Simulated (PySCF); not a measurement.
C2H2N3, SMILES n1[nH]cn[c]1, multiplicity 2. Atoms are numbered in the order given.

```xyz
7

C      1.1542     0.0004     0.0000
N      0.4803    -1.1190     0.0000
N     -0.7953    -0.6424     0.0000
C     -0.7863     0.7121     0.0000
N      0.4675     1.1449     0.0000
H     -1.5847    -1.2806     0.0000
H     -1.6904     1.3211     0.0000
```
Charge 0, spin multiplicity 2.

Geometry optimised at B3LYP-D3(BJ)/def2-SVP. The isomer is the one that the SMILES or the coordinates give; other isomers of the formula were not compared.

The numbers are results of PBE0/pcH-1 (PySCF), not measurements.

Unrestricted Kohn–Sham, ⟨S²⟩ = 0.758. Hyperfine tensors hold the contact and dipolar terms, without spin-orbit corrections.

Computed hyperfine couplings:
```tsv
nucleus	A(iso) (MHz)	A(iso) (G)	dipolar principal values (MHz)
13C no. 1	753.6	268.9	-70.4, -49.4, 119.7
14N no. 2	86.7	30.9	-6.9, 1.3, 5.6
14N no. 3	23.7	8.5	-4.0, -1.4, 5.4
13C no. 4	63.8	22.8	-4.8, -3.2, 8.1
14N no. 5	81.9	29.2	-5.0, -1.1, 6.1
1H no. 6	4.9	1.8	-4.6, -1.1, 5.6
1H no. 7	-0.5	-0.2	-3.7, -2.2, 5.9
```

And the g tensor (effective nuclear charges for spin-orbit coupling, GIAO)? (An estimate is asked for; the answer gives what the named calculation found.)

principal values 2.0006, 2.0018, 2.0031; isotropic 2.0018.
